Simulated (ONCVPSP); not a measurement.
Reading a pseudo-wave (zinc)

Columns: radius, all-electron u(r) and pseudo u(r) of the 3d shell (level -10.77 eV) of zinc in the configuration [Ne] 3s2 3p6 3d10 4s1.75 4p0.25; PBEsol, scalar-relativistic, ONCV scheme, ONCVPSP 4.0.1.

```
r (bohr)  all-electron  pseudo
   0.065        0.0461  0.0118
   0.130        0.2103  0.0854
   0.195        0.4285  0.2478
   0.260        0.6370  0.4786
   0.325        0.8045  0.7234
   0.390        0.9230  0.9250
   0.455        0.9955  1.0499
   0.520        1.0298  1.0970
   0.585        1.0349  1.0875
   0.650        1.0193  1.0494
   0.715        0.9897  1.0022
   0.780        0.9513  0.9547
   0.845        0.9077  0.9081
   0.910        0.8616  0.8615
   0.975        0.8148  0.8146
   1.040        0.7683  0.7682
   1.105        0.7231  0.7229
   1.170        0.6795  0.6794
   1.235        0.6379  0.6378
   1.300        0.5985  0.5984
   1.365        0.5612  0.5611
   1.430        0.5261  0.5260
   1.495        0.4932  0.4931
   1.560        0.4623  0.4623
   1.625        0.4334  0.4334
   1.690        0.4064  0.4063
```

**Question.** How many radial nodes do the two functions have?

**Answer.** The all-electron 3d function has n − l − 1 = 0; the pseudo-wave has 0.

**Question.** At about which radius was the pseudo-wave matched?

**Answer.** 0.95 bohr. The columns agree to 0.0005 from 0.84 bohr on; several derivatives are matched, so the curves merge somewhat inside the radius.

**Question.** Where does each function peak?

**Answer.** Outermost all-electron maximum near 0.58 bohr, pseudo maximum near 0.52 bohr (to the table’s step).

**Question.** Is the pseudo-wave norm-conserving?

**Answer.** Yes: the ONCV scheme keeps the norm inside the radius equal to the all-electron one, which fixes the energy derivative of the logarithmic derivative at the level.
